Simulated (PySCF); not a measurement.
# Frontier levels across methods

C₈H₁₂.
Cartesian coordinates in Å at the PBE0-D3(BJ)/def2-SVP level; atoms count from 1:
```xyz
20
C8H12 angstrom
C      2.8832    1.8826   -0.8201
C      1.8740    1.3535   -0.4083
C      0.6572    0.6958    0.0581
C     -0.5331    0.9824   -0.8714
C     -1.8000    0.2892   -0.3844
C     -1.5898   -1.2113   -0.2133
C     -0.4116   -1.5020    0.7101
C      0.8625   -0.8179    0.2290
H      3.7782    2.3572   -1.1761
H      0.4135    1.1152    1.0533
H     -0.6858    2.0698   -0.9511
H     -0.2759    0.6270   -1.8845
H     -2.6277    0.4865   -1.0843
H     -2.1040    0.7262    0.5841
H     -1.3957   -1.6650   -1.2020
H     -2.5064   -1.6866    0.1715
H     -0.6521   -1.1466    1.7285
H     -0.2451   -2.5878    0.7943
H      1.6944   -1.0012    0.9266
H      1.1712   -1.2386   -0.7439
```

Basis pcSseg-1 throughout (PySCF), one geometry. The structure is a single PBE0-D3(BJ)/def2-SVP conformer in the gas phase; no vibrational or solvent corrections.

How do the orbital energies, the gap and the dipole change with the method?

| method | kind | HOMO (eV) | LUMO (eV) | gap (eV) | μ (D) | SCF cycles |
| --- | --- | --- | --- | --- | --- | --- |
| BLYP | GGA | -6.17 | 0.38 | 6.54 | 0.93 | 15 |
| OPBE | GGA | -6.27 | 0.45 | 6.72 | 0.99 | 15 |
| KT3 | GGA | -6.33 | 0.29 | 6.61 | 0.93 | 14 |
| BP86 | GGA | -6.44 | 0.19 | 6.63 | 0.97 | 14 |
| PBE0 | global hybrid | -7.56 | 1.24 | 8.80 | 0.93 | 14 |
| mPW1PW91 | global hybrid | -7.58 | 1.25 | 8.83 | 0.93 | 14 |
| CAM-B3LYP | range-separated hybrid | -8.91 | 2.17 | 11.09 | 0.89 | 14 |
| HF | Hartree–Fock | -10.27 | 4.22 | 14.49 | 0.88 | 11 |
| LC-wPBE | range-separated hybrid | -10.35 | 3.48 | 13.83 | 0.89 | 13 |

The HOMO spans 4.18 eV, from BLYP down to LC-wPBE, and the gap runs from 6.54 eV (BLYP) to 14.49 eV (HF). Over the methods BLYP (0 %), OPBE (0 %), KT3 (0 %), BP86 (0 %), PBE0 (25 %), mPW1PW91 (25 %), HF (100 %), a straight line through the gap against the share of exact exchange rises by 0.79 eV for each 10 % (correlation coefficient 0.999). The dipole ranges from 0.88 D (HF) to 0.99 D (OPBE). This basis has no diffuse functions.

The vertical ΔSCF ionisation energy at B3LYP/def2-SVPD is 9.50 eV; −ε(HOMO) comes closest to it with CAM-B3LYP (8.91 eV).
